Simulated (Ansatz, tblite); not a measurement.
Forces on the cluster TiO4 at its PBE0-D4/def2-SVP geometry. The state is a singlet with charge 0.

The xTB rows come from tblite. The structure holds 2 bonds between oxygen atoms, so isomers without such links may lie far lower. The structure comes from a short search, and lower isomers may exist.

GFN1-xTB (tblite), largest force 2.06 eV/Å:

```xyz
5
positions Å, forces eV/Å
Ti    0.000    0.000   -0.001   -0.001    0.001    0.002
O    -1.052    1.127   -0.939    0.928   -1.389    1.206
O    -1.781    0.288   -0.033    2.046   -0.098   -0.187
O     1.485   -0.215    1.003   -1.590   -0.015   -1.304
O     1.348   -1.201   -0.030   -1.383    1.502    0.282
```

GFN2-xTB (tblite), largest force 1.79 eV/Å:

```
Ti 0.000 0.000 0.001
O 1.335 -0.950 0.730
O 1.676 -0.555 0.303
O -1.535 0.521 -0.759
O -1.475 0.985 -0.274
```

r2SCAN-D4/def2-TZVP (Ansatz), largest force 1.09 eV/Å:

```
Ti 0.001 -0.001 -0.004
O -0.006 0.785 -0.752
O -0.958 -0.305 0.423
O 0.573 0.400 0.837
O 0.390 -0.879 -0.505
```
